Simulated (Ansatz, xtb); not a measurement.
**C4H6BNO: which of two isomers lies lower**

We compare a, `Bc1ocnc1C`, a singlet, with b, `Bc1coc(C)n1`, a singlet. Both are isolated molecules in the gas phase, relaxed with B3LYP-D3(BJ)/def2-SVP; the shapes shown needn't be the lowest conformers.

a (Å):

```xyz
13

C    -1.2952   -1.0994    0.6156
C    -1.4076   -0.4125    2.6740
C    -0.2738   -0.1962    0.8981
C     0.8004    0.3087    0.0001
B    -1.6999   -1.8761   -0.6155
N    -0.3689    0.2220    2.2062
O    -2.0168   -1.2132    1.8082
H    -1.0481   -1.7510   -1.6209
H    -2.6559   -2.6071   -0.5950
H    -1.8185   -0.3551    3.6825
H     0.7119    1.4009   -0.1168
H     1.7879    0.1144    0.4477
H     0.7526   -0.1619   -0.9898
```

b (Å):

```xyz
13

C    -1.7064   -1.1472    0.4978
C    -1.2857   -1.1723    1.8097
C     0.1851   -0.1175    0.6255
C     1.4525    0.6292    0.4264
B    -2.9904   -1.7528   -0.0642
N    -0.7177   -0.4521   -0.2290
O    -0.1056   -0.5340    1.9107
H    -3.7422   -2.3209    0.6912
H    -3.2562   -1.6702   -1.2351
H    -1.7080   -1.5880    2.7214
H     2.3198    0.0205    0.7280
H     1.4659    1.5506    1.0301
H     1.5453    0.8904   -0.6345
```

Question: Estimate E(b) − E(a) at the level CCSD(T)/def2-SVP + ΔMP2/def2-TZVPP.

Answer: Calculated at CCSD(T)/def2-SVP + ΔMP2/def2-TZVPP: E(b) − E(a) = +2.2 kcal/mol, so structure a lies lower.

How the difference moves with the method:

| level | geometry | E(b) − E(a) (kcal/mol) | departure from the last row (kcal/mol) | job, with rough time for the two |
| --- | --- | --- | --- | --- |
| GFN2-xTB | GFN2-xTB | +3.2 | +1.0 | optimisation, 0.17 s |
| HF/STO-3G | GFN2-xTB | −0.1 | −2.4 | single point, 0.46 s |
| r2SCAN-D4/def2-SVP | GFN2-xTB | +2.9 | +0.7 | single point, 6 s |
| B3LYP-D3(BJ)/def2-SVP | B3LYP-D3(BJ)/def2-SVP | +3.3 | +1.1 | optimisation, 2.4 min |
| HF/def2-SVP | B3LYP-D3(BJ)/def2-SVP | +1.7 | −0.6 | part of the CCSD(T) run |
| MP2/def2-SVP | B3LYP-D3(BJ)/def2-SVP | +2.3 | +0.1 | part of the CCSD(T) run |
| CCSD(T)/def2-SVP | B3LYP-D3(BJ)/def2-SVP | +2.4 | +0.1 | single point |
| CCSD(T)/def2-SVP + ΔMP2/def2-TZVPP | B3LYP-D3(BJ)/def2-SVP | +2.2 |  | single point, 97 s |

As drawn, both hold the same kinds of bond in the same numbers.

HF/STO-3G finds them nearly level. The largest departure from CCSD(T)/def2-SVP + ΔMP2/def2-TZVPP is that of HF/STO-3G, 2.4 kcal/mol. The last row adds to CCSD(T) the change of the MP2 difference between the two basis sets, here −0.1 kcal/mol.

With thermal terms from frequencies at re-optimised GFN2-xTB minima (ideal gas, soft modes damped towards free rotors, one conformer each, 298.15 K, 1 atm): on the last row, ΔE + ΔZPE = +1.9, ΔH = +2.0, ΔG = +1.8 kcal/mol.

The correlated steps freeze 7 core orbitals. Programs: Ansatz 0.2.0, xtb 6.7.1; the last row on 2 threads of Arm Neoverse V2 on a shared host.
